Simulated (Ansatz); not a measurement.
Basis-set series for `[SiH2][Se][SiH3]` radical. Charge 0, multiplicity 2. The geometry is a stationary point of PBE0-D4/def2-TZVP.

```
functional       basis  functions  energy (Eh)  HOMO (eV)  LUMO (eV)
   PBE0-D4    def2-SVP         93  -2982.53230      -5.98      -2.67
   PBE0-D4  def2-TZVPP        202  -2983.03241      -6.02      -2.69
   ωB97M-V    def2-SVP         93  -2982.85919      -7.73      -1.03
   ωB97M-V  def2-TZVPP        202  -2983.36039      -7.78      -1.12
```

Task: Give the rows for def2-QZVPP. (An estimate is asked.)

Result: The calculation gave: 
```json
{"functional": "PBE0-D4", "basis": "def2-QZVPP", "functions": "379", "energy (Eh)": "-2983.10257", "HOMO (eV)": "-6.03", "LUMO (eV)": "-2.71"}
{"functional": "ωB97M-V", "basis": "def2-QZVPP", "functions": "379", "energy (Eh)": "-2983.42768", "HOMO (eV)": "-7.80", "LUMO (eV)": "-1.17"}
```

HOMO and LUMO are taken over both spins. Scalar relativity is left out up to krypton.

Results of the Gaussian-basis code of Ansatz.
